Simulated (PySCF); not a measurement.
C6H6N2.
Geometry (GFN2-xTB, Å), atoms numbered from 1 in this order:
```
atom  x, y, z in Å
C1    -3.3850   -0.1395   -0.0015
C2    -1.9459   -0.0206   -0.0287
C3    -0.7485    0.0864   -0.0547
C4     0.6565    0.1768   -0.0695
C5     1.5721   -0.7999    0.3917
C6     2.8072   -0.2507    0.1649
N7     2.5950    0.9623   -0.3909
N8     1.3041    1.2358   -0.5396
H9    -3.6894   -1.1015   -0.4143
H10   -3.7453   -0.0674    1.0248
H11   -3.8360    0.6583   -0.5912
H12    1.3377   -1.7524    0.8205
H13    3.7938   -0.6238    0.3533
H14    3.2831    1.6356   -0.6869
```

Method used: PBE0/pcSseg-1 in PySCF (dipole) on a GFN2-xTB geometry, gas phase.

Masses are those of the commonest isotopes; rigid-rotor values at the optimised geometry. 

Q: What are A, B and C (cm⁻¹)?

A: Ia = 55.87, Ib = 497.27, Ic = 549.97 u·Å²; 505379 MHz·u·Å²/I gives 9046, 1016 and 918.9 MHz, that is A = 0.30173, B = 0.03390, C = 0.03065 cm⁻¹.

Q: Classify the top.

A: A near-prolate asymmetric top. Ray's parameter κ = (2B − A − C)/(A − C) = -0.976; −1 is the prolate and +1 the oblate limit.

Q: Is it planar, by Δ = Ic − Ia − Ib?

A: Not planar: Δ = Ic − Ia − Ib = -3.17 u·Å². For a rigid frame Δ = −2 Σ m c², so Σ m c² = 1.58 u·Å² lies off the ab plane, practically all of it from hydrogen. The atom farthest from that plane is 0.97 Å away.

Q: Which lines would a microwave search look for?

A: The dipole components are |μa| = 1.50 D, |μb| = 1.07 D, |μc| = 0.00 D. Intensities carry the squares of the components, which stand as 1.00 : 0.51 : 0.00 (a : b : c). Some lines, for components of 0.1 D or more:

```tsv
type	branch	J(Ka,Kc)	MHz	lower level (cm⁻¹)
a	R	3(1,3) ← 2(1,2)	5659	0.458
a	R	3(2,1) ← 2(2,0)	5809	1.272
a	R	3(1,2) ← 2(1,1)	5951	0.468
a	R	4(1,4) ← 3(1,3)	7544	0.647
b	Q	2(2,0) ← 2(1,1)	24089	0.468
b	R	2(2,1) ← 1(1,0)	28056	0.336
b	R	3(2,2) ← 2(1,1)	29894	0.468
b	Q	3(3,0) ← 3(2,1)	40387	1.465
b	Q	4(3,2) ← 4(2,3)	40393	1.723
b	Q	4(4,0) ← 4(3,1)	56545	3.071
```

Whether it is a minimum is left open (no frequencies). These are rigid-rotor constants of the computed structure; measured ground-state constants (B0) also hold zero-point vibration. A rigid rotor knows nothing of internal rotation, which can split or shift real lines. Quadrupole hyperfine structure (14N) is left out.
